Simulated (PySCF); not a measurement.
**Radial density of P²⁺ (phosphorus, charge +2)**

BLYP, [Ne] 3s1 3p2, 3s spin antiparallel (an excited configuration). Calculation: PySCF 2.14, in def2-QZVPPD; no relativity, point nucleus.

```tsv
r (bohr)	4πr²ρ (e/bohr)	4πr²(ρα − ρβ)
0.00206	0.1101	-0.0004
0.00347	0.2984	-0.0012
0.00584	0.7864	-0.0031
0.00982	1.974	-0.0077
0.0165	4.568	-0.0175
0.0278	9.231	-0.0336
0.0467	14.91	-0.0445
0.0786	16.86	-0.0090
0.132	12.50	0.1057
0.222	11.83	0.1709
0.374	15.90	0.0448
0.629	8.822	-0.0060
1.06	2.169	0.1457
1.78	1.817	0.5471
2.99	0.4207	0.2327
5.04	0.007333	0.0059
```

With the s spin flipped the determinant is a mixture of two multiplicities, not a spectroscopic state.
